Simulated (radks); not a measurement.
Q: Successive ionisation energies (eV) of one element, from differences of total energies of ions in their ground configurations, starting at charge 1: 11.713, 51.097, 67.256, 83.920, 108.12, 127.53, 147.19, 187.26, 210.89, 592.54, 658.35, 724.31. Calculated with a radial shooting solver on a logarithmic mesh with Libxc functionals: non-relativistic Kohn-Sham, TPSS, spin-polarised, spherical densities, point nucleus; open shells are filled with parallel spins first; meta-GGA in the generalised Kohn-Sham scheme. Which element is it?

A: Calcium (Z = 20). The first species listed is Ca+ in [Ar] 4s1, the last Ca12+ in [He] 2s2 2p4.
